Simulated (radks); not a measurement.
Values are calculated unless marked as measured or tabulated.
Question: Ionisation of Fe, [Ar] 3d6 4s2, to Fe+, [Ar] 3d6 4s1, under several functionals. Non-relativistic Kohn-Sham, spin-polarised, spherical densities, point nucleus; open shells are filled with parallel spins first; a radial shooting solver on a logarithmic mesh with Libxc functionals. The NIST Atomic Spectra Database gives 7.902 eV (measured). Rank these functionals by the error of their Delta-SCF ionisation energy: PW91; LDA (Slater exchange, VWN5 correlation); HCTH/407; exchange-only B88; exchange-only r2SCAN; revTPSS; XLYP; PBEsol; Wu-Cohen GGA; TASK exchange with Perdew-Wang LDA correlation; TPSS; MS2 meta-GGA.

Answer: From best to worst: XLYP 7.997 eV (+0.094); HCTH/407 8.002 eV (+0.100); LDA (Slater exchange, VWN5 correlation) 8.042 eV (+0.140); PW91 7.758 eV (-0.144); PBEsol 7.687 eV (-0.216); MS2 meta-GGA 7.614 eV (-0.288); Wu-Cohen GGA 7.599 eV (-0.304); revTPSS 7.528 eV (-0.375); TPSS 7.511 eV (-0.391); TASK exchange with Perdew-Wang LDA correlation 6.973 eV (-0.929); exchange-only B88 6.874 eV (-1.029); exchange-only r2SCAN 6.579 eV (-1.323). Open shells are spherical and high-spin; term and fine-structure splittings are not resolved.
